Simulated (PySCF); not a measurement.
Isomers of CH10FNSi3.

All values: CAM-B3LYP/def2-SVPD (PySCF) at GFN2-xTB geometries, gas phase, one conformer each. Core orbitals are frozen in the response; Δα² is half the sum of the squared differences of the principal polarisabilities.

Question: Rank by polarisability anisotropy Δα, lowest first.
A. `[F:1][SiH2:2][N:3]([SiH3:4])[CH2:5][SiH3:6]` with F1–Si2–N3–Si4 160°, Si2–N3–C5–Si6 -84°
B. `[CH3:1][SiH2:2][NH:3][SiH2:4][SiH2:5][F:6]` with C1–Si2–N3–Si4 -178°, Si2–N3–Si4–Si5 -161°, N3–Si4–Si5–F6 -179°
C. `[CH3:1][Si@H:2]([F:3])[N:4]([SiH3:5])[SiH3:6]` with C1–Si2–N4–Si5 -58°
D. `[CH3:1][Si@H:2]([NH2:3])[SiH2:4][SiH2:5][F:6]` with C1–Si2–N3–H 65° and -73°, C1–Si2–Si4–Si5 91°, Si2–Si4–Si5–F6 -8°
E. `[CH3:1][SiH2:2][Si@H:3]([F:4])[NH:5][SiH3:6]` with C1–Si2–Si3–F4 46°, Si2–Si3–N5–Si6 -60°
F. `[CH3:1][NH:2][SiH2:3][Si@H:4]([F:5])[SiH3:6]` with C1–N2–Si3–Si4 173°, N2–Si3–Si4–F5 160°

Answer: C (2.02 Å³), A (2.61 Å³), E (2.87 Å³), B (4.00 Å³), D (4.29 Å³), F (5.05 Å³).

Question: Rank by HOMO–LUMO gap, lowest first.
A. `[F:1][SiH2:2][N:3]([SiH3:4])[CH2:5][SiH3:6]` with F1–Si2–N3–Si4 160°, Si2–N3–C5–Si6 -84°
B. `[CH3:1][NH:2][SiH2:3][Si@H:4]([F:5])[SiH3:6]` with C1–N2–Si3–Si4 173°, N2–Si3–Si4–F5 160°
C. `[CH3:1][Si@H:2]([F:3])[N:4]([SiH3:5])[SiH3:6]` with C1–Si2–N4–Si5 -58°
D. `[CH3:1][SiH2:2][NH:3][SiH2:4][SiH2:5][F:6]` with C1–Si2–N3–Si4 -178°, Si2–N3–Si4–Si5 -161°, N3–Si4–Si5–F6 -179°
E. `[CH3:1][Si@H:2]([NH2:3])[SiH2:4][SiH2:5][F:6]` with C1–Si2–N3–H 65° and -73°, C1–Si2–Si4–Si5 91°, Si2–Si4–Si5–F6 -8°
F. `[F:1][Si@@H:2]([CH2:3][SiH3:4])[NH:5][SiH3:6]` with F1–Si2–C3–Si4 -53°, F1–Si2–N5–Si6 49°

Answer: B (8.07 eV), E (8.47 eV), D (8.71 eV), A (9.03 eV), C (9.73 eV), F (9.98 eV).

Question: Rank by dipole moment, highest first.
A. `[CH3:1][Si@H:2]([F:3])[N:4]([SiH3:5])[SiH3:6]` with C1–Si2–N4–Si5 -58°
B. `[CH3:1][SiH2:2][NH:3][SiH2:4][SiH2:5][F:6]` with C1–Si2–N3–Si4 -178°, Si2–N3–Si4–Si5 -161°, N3–Si4–Si5–F6 -179°
C. `[CH3:1][Si@H:2]([NH2:3])[SiH2:4][SiH2:5][F:6]` with C1–Si2–N3–H 65° and -73°, C1–Si2–Si4–Si5 91°, Si2–Si4–Si5–F6 -8°
D. `[CH3:1][NH:2][SiH2:3][SiH2:4][SiH2:5][F:6]` with C1–N2–Si3–Si4 54°, N2–Si3–Si4–Si5 -74°, Si3–Si4–Si5–F6 -12°
E. `[CH3:1][NH:2][SiH2:3][Si@H:4]([F:5])[SiH3:6]` with C1–N2–Si3–Si4 173°, N2–Si3–Si4–F5 160°

Answer: B (2.79 D), E (2.44 D), A (1.70 D), D (1.29 D), C (0.88 D).

All values together:

| SMILES | μ (D) | HOMO (eV) | LUMO (eV) | α (Å³) | Δα (Å³) |
| --- | --- | --- | --- | --- | --- |
| C[SiH2][Si@H](F)N[SiH3] | 1.30 | -8.76 | 0.33 | 14.64 | 2.87 |
| CN[SiH2][Si@H](F)[SiH3] | 2.44 | -8.36 | -0.29 | 15.63 | 5.05 |
| F[SiH2]N([SiH3])C[SiH3] | 1.44 | -8.22 | 0.81 | 14.16 | 2.61 |
| C[Si@H](F)N([SiH3])[SiH3] | 1.70 | -8.85 | 0.88 | 13.84 | 2.02 |
| C[SiH2]N[SiH2][SiH2]F | 2.79 | -8.80 | -0.09 | 14.74 | 4.00 |
| F[Si@@H](C[SiH3])N[SiH3] | 2.47 | -9.12 | 0.86 | 14.39 | 5.16 |
| CN[SiH2][SiH2][SiH2]F | 1.29 | -8.19 | -0.08 | 15.50 | 4.16 |
| C[Si@H](N)[SiH2][SiH2]F | 0.88 | -8.64 | -0.16 | 15.53 | 4.29 |

Conformers: `[CH3:1][SiH2:2][Si@H:3]([F:4])[NH:5][SiH3:6]` with C1–Si2–Si3–F4 46°, Si2–Si3–N5–Si6 -60°; `[CH3:1][NH:2][SiH2:3][Si@H:4]([F:5])[SiH3:6]` with C1–N2–Si3–Si4 173°, N2–Si3–Si4–F5 160°; `[F:1][SiH2:2][N:3]([SiH3:4])[CH2:5][SiH3:6]` with F1–Si2–N3–Si4 160°, Si2–N3–C5–Si6 -84°; `[CH3:1][Si@H:2]([F:3])[N:4]([SiH3:5])[SiH3:6]` with C1–Si2–N4–Si5 -58°; `[CH3:1][SiH2:2][NH:3][SiH2:4][SiH2:5][F:6]` with C1–Si2–N3–Si4 -178°, Si2–N3–Si4–Si5 -161°, N3–Si4–Si5–F6 -179°; `[F:1][Si@@H:2]([CH2:3][SiH3:4])[NH:5][SiH3:6]` with F1–Si2–C3–Si4 -53°, F1–Si2–N5–Si6 49°; `[CH3:1][NH:2][SiH2:3][SiH2:4][SiH2:5][F:6]` with C1–N2–Si3–Si4 54°, N2–Si3–Si4–Si5 -74°, Si3–Si4–Si5–F6 -12°; `[CH3:1][Si@H:2]([NH2:3])[SiH2:4][SiH2:5][F:6]` with C1–Si2–N3–H 65° and -73°, C1–Si2–Si4–Si5 91°, Si2–Si4–Si5–F6 -8°.
